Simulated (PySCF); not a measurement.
C$_{2}$H$_{9}$AlN, doublet, at a GFN2-xTB geometry (such geometries of metal compounds can be far from the true shape) (the spin is typed, not shown lowest). Base run: PBE0/6-31G (PySCF).

Input for PySCF:
```python
from pyscf import gto, scf, dft

mol = gto.Mole()
mol.atom = '''
    Al    0.45612501    0.14400214    0.58553422
    C     1.18040402    1.02448517   -1.10446545
    H     2.00314753    0.45334385   -1.55194589
    H     1.59408064    2.01416057   -0.88401319
    H     0.44282261    1.18205973   -1.90181117
    C    -1.48074391    0.53159024    1.08975994
    H    -1.92499362   -0.27422218    1.68696724
    H    -2.15887810    0.70017555    0.24339754
    H    -1.55151213    1.43153730    1.70965678
    N    -0.21172714   -1.59855754   -0.61587026
    H    -0.84351527   -1.16649869   -1.28504584
    H    -0.73313935   -2.29622058   -0.09560394
    H     0.52649194   -2.06291305   -1.13422149
'''
mol.basis = '6-31g'
mol.spin = 1
mol.verbose = 4
mol.build()

mf = dft.UKS(mol)
mf.xc = 'pbe0'
mf.kernel()
mf.analyze()
```

Each row names what was changed in the base input (with any setting that the change needs).

| change | ΔE vs base (mEh) | fitting functions | dipole (D) |
|---|---|---|---|
| base | 0.000 | - | 4.75 |
| auxbasis = autoaux | -4.930 | 443 | 4.76 |
| auxbasis = def2-universal-jfit | 266.7 | 297 | 4.74 |
| auxbasis = cc-pvtz-jkfit | -0.026 | 628 | 4.75 |
| only_dfj = on; auxbasis = def2-universal-jfit | -0.195 | 297 | 4.75 |
| auxbasis = def2-svp-ri | 61.667 | 332 | 4.75 |
| auxbasis = even-tempered beta=2.0 | -5.021 | 422 | 4.76 |
| auxbasis = cc-pvdz-jkfit | -0.033 | 529 | 4.75 |
| auxbasis = even-tempered beta=1.6 | -4.608 | 619 | 4.76 |
| auxbasis = even-tempered beta=3.0 | -7.024 | 278 | 4.76 |

A fitting set is made for a task (jfit for Coulomb, jkfit for Coulomb and exchange, ri for correlation) and for a family of orbital bases.

Open shells are given as the SCF converged; they aren't shown to be the lowest states, and a large step between rows can be another state.
